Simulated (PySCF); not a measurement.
Coordinates in bohr (charge 1 multiplicity 1):
```
I     0.0000    0.0000    0.0000
F     3.6950    0.0000    0.0000
F     0.0000    3.6950    0.0000
F    -3.6950    0.0000    0.0000
F     0.0000   -3.6950    0.0000
```

Level of theory: PBE/[I def2-SVP with ECP28, F def2-SVP], scalar-relativistic core potentials, density fitting, no spin–orbit coupling, PySCF.

This geometry of IF₄⁺ is a stationary point at this level.

(1) What is the point group?

(2) Is it a minimum?

(3) List the harmonic modes with their infrared intensities.

(4) What are the dipole moment and the gap between the highest occupied and lowest empty levels?

Results:

(1) D4h.

(2) No: it has 2 imaginary modes, at 283i cm⁻¹ (a2u), 64i cm⁻¹ (b2u).

(3) 
```json
{"symmetry": "a2u", "ω (cm⁻¹)": "283i", "IR (km/mol, summed over degenerate members)": "–", "type": "bend"}
{"symmetry": "b2u", "ω (cm⁻¹)": "64i", "IR (km/mol, summed over degenerate members)": "–", "type": "bend"}
{"symmetry": "eu", "ω (cm⁻¹)": "169", "IR (km/mol, summed over degenerate members)": "10.0", "type": "bend"}
{"symmetry": "b2g", "ω (cm⁻¹)": "218", "IR (km/mol, summed over degenerate members)": "0.0", "type": "bend"}
{"symmetry": "b1g", "ω (cm⁻¹)": "557", "IR (km/mol, summed over degenerate members)": "0.0", "type": "stretch"}
{"symmetry": "a1g", "ω (cm⁻¹)": "575", "IR (km/mol, summed over degenerate members)": "0.0", "type": "stretch"}
{"symmetry": "eu", "ω (cm⁻¹)": "603", "IR (km/mol, summed over degenerate members)": "122", "type": "stretch"}
```

(4) 0.00 D about the centre of mass and 0.87 eV.

This need not be the most stable arrangement of these atoms. At this level a singlet minimum of C2v symmetry lies 126 kJ/mol below this structure.
